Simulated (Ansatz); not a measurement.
Basis-set series for `[OH][GeH2]` radical. Total charge 0; spin multiplicity 2. The structure was optimised at the PBE0-D4/def2-TZVP level.

```json
{"functional": "PBE0-D4", "basis": "def2-SVP", "functions": "61", "energy (Eh)": "-2153.33160", "HOMO (eV)": "-5.97", "LUMO (eV)": "-2.57"}
{"functional": "PBE0-D4", "basis": "def2-TZVPP", "functions": "121", "energy (Eh)": "-2153.69376", "HOMO (eV)": "-6.10", "LUMO (eV)": "-2.65"}
{"functional": "ωB97M-V", "basis": "def2-SVP", "functions": "61", "energy (Eh)": "-2153.52508", "HOMO (eV)": "-7.96", "LUMO (eV)": "-0.68"}
{"functional": "ωB97M-V", "basis": "def2-TZVPP", "functions": "121", "energy (Eh)": "-2153.88902", "HOMO (eV)": "-8.10", "LUMO (eV)": "-0.82"}
```

(1) Give the rows for def2-QZVPP. (An estimate is asked.)

Answers

(1) The calculation gave: 
| functional | basis | functions | energy (Eh) | HOMO (eV) | LUMO (eV) |
| --- | --- | --- | --- | --- | --- |
| PBE0-D4 | def2-QZVPP | 236 | -2153.74393 | -6.14 | -2.71 |
| ωB97M-V | def2-QZVPP | 236 | -2153.93808 | -8.14 | -0.96 |

HOMO and LUMO are taken over both spins. Scalar relativity is left out up to krypton.

Program: Ansatz 0.2.0.
